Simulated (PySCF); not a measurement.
PySCF input file for BI3, SMILES IB(I)I, IEF-PCM-M06-2X/def2-SVP. The structure is a stationary point at B3LYP-D3(BJ)/def2-SVP. The isomer is the one that the SMILES or the coordinates give; other isomers of the formula were not compared. The def2 effective core potentials stand for the cores of I; spin–orbit coupling is left out.

```python
import numpy as np
from pyscf import gto, scf, dft
from pyscf.solvent import pcm

mol = gto.M(
    atom='''
    B    -0.00000000   -0.00000000    0.00000000
    I     2.13408999    0.00000000    0.00000000
    I    -1.06704499   -1.84817615    0.00000000
    I    -1.06704500    1.84817615    0.00000000
    ''',
    basis='def2-SVP',
    ecp={'I': 'def2-svp'},
    charge=0,
    spin=0,
    max_memory=1600,
    verbose=3,
)
mf = dft.RKS(mol, xc='m06-2x').density_fit(auxbasis='def2-universal-jkfit')
mf.grids.level = 4
mf.conv_tol = 1e-9
mf.max_cycle = 100
mf.kernel()
res = {}
for name, eps in {'water': 78.355, 'toluene': 2.3741, '2-propanol': 19.264}.items():
    s = mf.PCM()
    s.with_solvent.method, s.with_solvent.eps, s.with_solvent.lebedev_order = 'IEF-PCM', eps, 29
    s.kernel(mf.make_rdm1())
    res[name] = (s.e_tot, eps, s.dip_moment(), s.mo_energy, s.converged)
    print(f'{name}: electrostatic solvation free energy {(s.e_tot - mf.e_tot) * 627.509474:.3f} kcal/mol')
```

Output:

```
converged SCF energy = -917.76701026862

WARN: PCM is an experimental feature. It is still in testing.
Features and APIs may be changed in the future.

converged SCF energy = -917.768849077252
Dipole moment(X, Y, Z, Debye):  0.00015, -0.00000,  0.00000
water: electrostatic solvation free energy -1.154 kcal/mol

WARN: PCM is an experimental feature. It is still in testing.
Features and APIs may be changed in the future.

converged SCF energy = -917.767833778212
Dipole moment(X, Y, Z, Debye):  0.00012, -0.00000, -0.00000
toluene: electrostatic solvation free energy -0.517 kcal/mol

WARN: PCM is an experimental feature. It is still in testing.
Features and APIs may be changed in the future.

converged SCF energy = -917.768724531328
Dipole moment(X, Y, Z, Debye):  0.00020, -0.00000,  0.00000
2-propanol: electrostatic solvation free energy -1.076 kcal/mol
```

The calculation finished and met its thresholds.

Cost: about 70 core-seconds (a rough figure).
